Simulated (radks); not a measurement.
Results of a calculation; reference values are marked as such.
Question: The aluminium ion Al10+, [He] 2s1. Code: a radial shooting solver on a logarithmic mesh with Libxc functionals. Model: non-relativistic Kohn-Sham, exchange-only B88, spin-polarised, spherical densities, point nucleus. Every spin shell is full or empty, so the densities are truly spherical. Functionals are evaluated on that one density, not self-consistently. Rank these orbital-free kinetic functionals by their error against the exact value of the orbitals, and give that value: Thomas-Fermi, von Weizsacker, TF + vW, TF + vW/9, LC94, APBEK, revAPBEK, Perdew 92, LKT, PG1, DePristo-Kress, Ernzerhof.

Answer: Exact: 177.151 hartree. From best to worst, with 100 (|E| - |E exact|)/|E exact| (equal figures are ties): DePristo-Kress -0.13, APBEK +0.18, LC94 +0.23, TF + vW/9 +0.42, Perdew 92 +0.44, revAPBEK +0.99, Ernzerhof +3.22, von Weizsacker -6.84, Thomas-Fermi -9.93, PG1 +47.71, LKT +54.93, TF + vW +83.22.
